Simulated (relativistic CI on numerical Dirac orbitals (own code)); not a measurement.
# Eu³⁺ (4f6) in a crystal field

Calculated by Dirac-Coulomb-Breit CI, KLI orbitals optimised for each configuration, QED by a radiative potential, one configuration in a parametric crystal field, unscaled Slater integrals (own radial code). With so little scaling, terms lie 10 to 35 % too far apart, which can change the order of excited levels.

Field parameters in Wybourne normalisation; cubic f-shell fields have B⁴₄ = √(5/14) B⁴₀ and B⁶₄ = −√(7/2) B⁶₀. The field is a parameter set, without covalency.

S is read from ⟨S²⟩ = S(S + 1).

Powder χT (cm³ K mol⁻¹) by Van Vleck's formula, with temperature-independent terms:

```tsv
Field	2 K	5 K	10 K	20 K	50 K	100 K	200 K	300 K
D4h, B20 = -790, B40 = 1530, B44 = -1040, B60 = 710, B64 = 780 cm⁻¹	0.0153	0.0383	0.0766	0.153	0.382	0.723	1.17	1.44
Oh, B40 = -940, B60 = 800 cm⁻¹	0.0122	0.0304	0.0609	0.122	0.305	0.608	1.1	1.4
```

(1) For D4h, B20 = -790, B40 = 1530, B44 = -1040, B60 = 710, B64 = 780 cm⁻¹: what effective moment follows at 300 K?

## Answers

(1) μ_eff = √(8χT) = 3.39 μB. The LS value g√(J(J + 1)) of the free ion's ⁷F0 level is 0.00 μB. The ground level is a non-magnetic singlet, so χT starts at zero and rises through temperature-independent paramagnetism and the filling of excited levels.
